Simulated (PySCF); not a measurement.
## How good is the calculation?

Geometry (Å), atoms numbered from 1 in this order:
```xyz
11

Cl    2.6029   -1.6796   -0.1123
C     1.1145   -0.8179   -0.0536
C     1.1228    0.5712   -0.0041
C    -0.1034    1.2108    0.0424
C    -1.2648    0.4502    0.0388
C    -1.1439   -0.9285   -0.0134
N     0.0223   -1.5505   -0.0586
H     2.0523    1.1164   -0.0024
H    -0.1510    2.2893    0.0811
H    -2.2360    0.9167    0.0753
H    -2.0104   -1.5754   -0.0192
```

Published estimates (parent shift plus substituent increments) and measurements: δ 13C C2 151.6; C6 149.8; C4 138.7; C3 124.5; C5 122.3; δ 1H H11 8.49; H9 7.64; H8 7.34; H10 7.25 ppm (estimated from measurements, as parent shift plus tabulated substituent increment; solution, not stated per compound (mostly CDCl3 or CCl4); Pretsch, Buehlmann, Badertscher, Structure Determination of Organic Compounds, 4th ed. (2009)).

[PySCF: geometry from GFN2-xTB; NMR shieldings at PBE0/pcSseg-1/GIAO; single conformer; no solvent model; non-relativistic Hamiltonian]

Question: How close does the calculation come?

Answer: 
Reference values: estimated from measurements, as parent shift plus tabulated substituent increment (solution, not stated per compound (mostly CDCl3 or CCl4); Pretsch, Buehlmann, Badertscher, Structure Determination of Organic Compounds, 4th ed. (2009)).
```tsv
atoms	quantity	reference	computed	computed, scaled
C2	δ 13C	151.6	163.5	151.7
C6	δ 13C	149.8	155.5	149.4
C4	δ 13C	138.7	144.1	138.2
C3	δ 13C	124.5	129.9	124.4
C5	δ 13C	122.3	126.2	120.8
H11	δ 1H	8.49	8.72	8.31
H9	δ 1H	7.64	7.88	7.52
H8	δ 1H	7.34	7.45	7.12
H10	δ 1H	7.25	7.25	6.92
```

Computed shifts are σ(ref) − σ with the named reference compound (TMS for H and C) calculated as an isolated molecule at the same level. The measured values may be among those fitted. Scaled to experiment by linear calibration (H and C: mostly CDCl3 data, vs TMS): 13C (scatter 2.1 ppm rms, 2.3 ppm with the 13 outliers that the fit left out, with a fitted term for attached Cl); 1H (scatter 0.17 ppm rms, 0.18 ppm with the 4 outliers that the fit left out). Occasional misses reach two or three times the rms, and more in compound classes unlike the fitted ones.

Question: How far are the unscaled 13C shifts from the references?

Answer: Mean signed difference +6.46 ppm, mean absolute 6.46 ppm over 5 comparisons; the largest is +11.9 ppm at C2 (aromatic carbon bearing chlorine).

Question: How far are the unscaled 1H shifts from the references?

Answer: Mean signed difference +0.15 ppm, mean absolute 0.15 ppm over 4 comparisons; the largest is +0.24 ppm at H9 (hydrogen on an aromatic CH).

Carbons that carry Cl, above all several Cl atoms, come out too deshielded, partly because spin–orbit coupling is missing.
